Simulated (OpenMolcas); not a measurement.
**How basis sets differ on CH4ClGeO (SMILES [CH3][Ge]([OH])[Cl])**

CH4ClGeO has 8 atoms, charge 0, and is taken as a doublet. SMILES: `[CH3][Ge]([OH])[Cl]`. The shape is that of a PBE0-D4/def2-TZVP optimisation. This is one conformer, not always the lowest.

```xyz
8

C     0.0700    1.2351   -0.0459
Ge   -0.6615   -0.5535    0.2727
O     0.7146   -1.5046    0.8800
Cl   -1.2471   -1.4321   -1.6394
H     0.4195    1.6524    0.8981
H     0.9069    1.1226   -0.7376
H    -0.6948    1.8762   -0.4809
H     0.5846   -2.4532    0.7971
```

Each level gives the dipole moment (D). The values are calculated.

| level | kind | program | value (D) | CPU time |
| --- | --- | --- | --- | --- |
| ROHF/ANO-R0 (sfX2C) | Hartree–Fock | OpenMolcas | 1.75 | 4.1 s |
| UHF/STO-3G | Hartree–Fock | OpenMolcas | 2.71 | 3.9 s |
| UHF/3-21G | Hartree–Fock | OpenMolcas | 2.67 | 4.9 s |
| UHF/6-31G* (spherical functions) | Hartree–Fock | OpenMolcas | 1.87 | 20 s |

All-electron rows without a relativistic Hamiltonian named are non-relativistic. The values span 1.75 to 2.71 D. Magnitudes only. Sets without polarisation functions give poor dipoles. Times are those of the runs behind each value, whatever else they computed, on shared processors of several kinds: orders of magnitude only.
